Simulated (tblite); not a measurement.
C4H15BN2S.
SMILES with atom numbers: `[CH3:1][NH:2][B@@H-:3]([CH2:4][S:5][CH3:6])[NH2+:7][CH3:8]` (hydrogens: H9, H10, H11 on C1; H12 on N2; H13 on B3; H14, H15 on C4; H16, H17, H18 on C6; H19, H20 on N7; H21, H22, H23 on C8)

Computed with GFN2-xTB (tblite), gas phase: L-BFGS steps from a force-field or distance-geometry start until the largest atomic force falls under 0.01 eV/Å.

Step 73: E = -721.8116 eV
```
atom  x, y, z in Å  |  force x, y, z in eV/Å
C1     -1.8225   -1.9597   -0.4557   -0.044  -0.031   0.040
N2     -1.7939   -0.7163    0.2832    0.018  -0.054   0.003
B3     -0.5020   -0.1102    0.7363   -0.036   0.042  -0.026
C4      0.7602   -0.4759   -0.2268    0.050   0.019  -0.001
S5      2.1125    0.7800   -0.1859   -0.047  -0.009  -0.010
C6      3.5678   -0.2348    0.1848    0.017   0.001   0.015
N7     -0.7116    1.5584    0.6019    0.014   0.010   0.046
C8     -1.2994    2.0468   -0.6417   -0.007  -0.019   0.046
H9     -1.6202   -2.8497    0.1666   -0.011   0.064  -0.016
H10    -1.0670   -1.9349   -1.2385   -0.086   0.008  -0.005
H11    -2.8009   -2.1020   -0.9277    0.014   0.042   0.037
H12    -2.4998   -0.7399    1.0104    0.038  -0.033  -0.060
H13    -0.2450   -0.2185    1.9058    0.040  -0.033   0.011
H14     0.5167   -0.5736   -1.2859   -0.048   0.047   0.046
H15     1.2131   -1.4122    0.0928    0.038   0.021  -0.016
H16     4.4333    0.3047   -0.1874    0.030  -0.002   0.042
H17     3.6474   -0.3843    1.2581   -0.006  -0.013   0.019
H18     3.4763   -1.1884   -0.3250    0.015  -0.004  -0.043
H19     0.2366    1.9169    0.7189   -0.016   0.027  -0.021
H20    -1.2692    1.8576    1.3962   -0.025  -0.050  -0.042
H21    -1.5159    3.1146   -0.5816    0.013  -0.009  -0.076
H22    -0.6067    1.8571   -1.4549    0.044   0.022  -0.030
H23    -2.2145    1.4915   -0.8338   -0.007  -0.044   0.040
```

Step 74: E = -721.8133 eV
```
atom  x, y, z in Å  |  force x, y, z in eV/Å
C1     -1.8272   -1.9598   -0.4535   -0.002  -0.064  -0.044
N2     -1.7923   -0.7179    0.2811    0.042   0.027  -0.007
B3     -0.5016   -0.1097    0.7330   -0.011   0.047  -0.009
C4      0.7628   -0.4712   -0.2291    0.012   0.009   0.008
S5      2.1179    0.7809   -0.1910   -0.080  -0.008   0.014
C6      3.5693   -0.2364    0.1870   -0.008   0.037   0.019
N7     -0.7119    1.5590    0.6020    0.010   0.008   0.049
C8     -1.2983    2.0470   -0.6424    0.013  -0.026   0.041
H9     -1.6248   -2.8464    0.1683   -0.007  -0.021   0.050
H10    -1.0714   -1.9437   -1.2361   -0.094   0.027  -0.041
H11    -2.8081   -2.1002   -0.9195    0.009   0.035   0.004
H12    -2.4929   -0.7479    1.0101   -0.027   0.006   0.021
H13    -0.2491   -0.2208    1.9018    0.060  -0.028   0.038
H14     0.5131   -0.5687   -1.2858   -0.038   0.048   0.010
H15     1.2154   -1.4079    0.0878    0.045   0.003  -0.009
H16     4.4299    0.3093   -0.1836    0.092  -0.009   0.031
H17     3.6506   -0.3893    1.2595   -0.027  -0.002   0.023
H18     3.4788   -1.1872   -0.3256    0.024  -0.037  -0.061
H19     0.2352    1.9205    0.7236   -0.041   0.016  -0.026
H20    -1.2756    1.8547    1.3927   -0.018  -0.048  -0.017
H21    -1.5141    3.1150   -0.5826   -0.016  -0.019  -0.071
H22    -0.5993    1.8620   -1.4506    0.033   0.005  -0.059
H23    -2.2111    1.4861   -0.8368    0.028  -0.006   0.036
```

Step 75: E = -721.8148 eV
```
atom  x, y, z in Å  |  force x, y, z in eV/Å
C1     -1.8296   -1.9603   -0.4567   -0.008  -0.035   0.019
N2     -1.7901   -0.7218    0.2882    0.048  -0.028  -0.043
B3     -0.4999   -0.1086    0.7344    0.003   0.018   0.030
C4      0.7657   -0.4718   -0.2260   -0.021   0.002   0.017
S5      2.1182    0.7799   -0.1914   -0.044   0.012   0.017
C6      3.5698   -0.2369    0.1890    0.004   0.007  -0.001
N7     -0.7100    1.5609    0.5989    0.002   0.005   0.026
C8     -1.3017    2.0471   -0.6440    0.034  -0.018   0.017
H9     -1.6281   -2.8534    0.1583   -0.014   0.023   0.033
H10    -1.0780   -1.9423   -1.2422   -0.067   0.043  -0.046
H11    -2.8121   -2.0939   -0.9209    0.001   0.035   0.012
H12    -2.4873   -0.7573    1.0204   -0.020   0.004   0.012
H13    -0.2471   -0.2140    1.9057    0.054  -0.026   0.003
H14     0.5129   -0.5714   -1.2813   -0.033   0.043  -0.008
H15     1.2210   -1.4067    0.0912    0.033  -0.008  -0.004
H16     4.4318    0.3121   -0.1755    0.071  -0.020   0.040
H17     3.6473   -0.3952    1.2618   -0.033  -0.001  -0.005
H18     3.4828   -1.1863   -0.3307    0.031   0.011  -0.027
H19     0.2379    1.9236    0.7146   -0.062   0.005  -0.013
H20    -1.2722    1.8570    1.3905   -0.006  -0.043  -0.012
H21    -1.5158    3.1158   -0.5846   -0.023  -0.026  -0.068
H22    -0.6038    1.8633   -1.4552   -0.001  -0.003  -0.035
H23    -2.2165    1.4874   -0.8344    0.052  -0.001   0.035
```

Question: Estimate the geometry and energy of step 76. (The exact step hangs on the optimiser's Hessian estimate; all steps are aligned on step 75, rigid shifts and turns removed.)

Answer: E = -721.8166 eV, largest force 0.098 eV/Å
```
atom  x, y, z in Å  |  force x, y, z in eV/Å
C1     -1.8308   -1.9598   -0.4599    0.019   0.017   0.010
N2     -1.7867   -0.7246    0.2916   -0.013  -0.025   0.015
B3     -0.4992   -0.1052    0.7360    0.043  -0.035   0.054
C4      0.7680   -0.4722   -0.2219   -0.047  -0.016   0.012
S5      2.1185    0.7790   -0.1944    0.012   0.022   0.019
C6      3.5706   -0.2379    0.1898    0.024  -0.006  -0.018
N7     -0.7085    1.5637    0.5983   -0.012  -0.007  -0.028
C8     -1.3050    2.0450   -0.6443    0.035  -0.018  -0.026
H9     -1.6277   -2.8558    0.1496   -0.012   0.021   0.025
H10    -1.0855   -1.9376   -1.2519   -0.058   0.038  -0.022
H11    -2.8150   -2.0863   -0.9206   -0.028   0.016   0.013
H12    -2.4811   -0.7656    1.0285    0.023   0.010  -0.041
H13    -0.2469   -0.2092    1.9086    0.049  -0.020  -0.010
H14     0.5106   -0.5747   -1.2761   -0.018   0.035  -0.005
H15     1.2263   -1.4059    0.0971    0.006   0.010  -0.010
H16     4.4371    0.3130   -0.1660    0.017  -0.038   0.055
H17     3.6408   -0.4008    1.2635   -0.035  -0.003  -0.043
H18     3.4880   -1.1858   -0.3372    0.033   0.060   0.010
H19     0.2394    1.9277    0.7065   -0.056   0.004   0.009
H20    -1.2693    1.8603    1.3901   -0.002  -0.032   0.001
H21    -1.5182    3.1144   -0.5898   -0.032  -0.033  -0.055
H22    -0.6083    1.8618   -1.4590   -0.041  -0.018   0.007
H23    -2.2217    1.4839   -0.8284    0.092   0.019   0.029
```

The energy changes by -0.0018 eV. The first-order estimate −F·Δx gives -0.0026 eV and the mean of the old and new forces, exact on a quadratic surface, -0.0018 eV. The step makes an angle of 72° with the force vector and moves no atom by more than 0.013 Å.

The cost below is that of the whole relaxation. The run took 1.8 s on one thread of an Arm Neoverse V1, shared host with 32 logical CPUs at a one-minute load of 20.
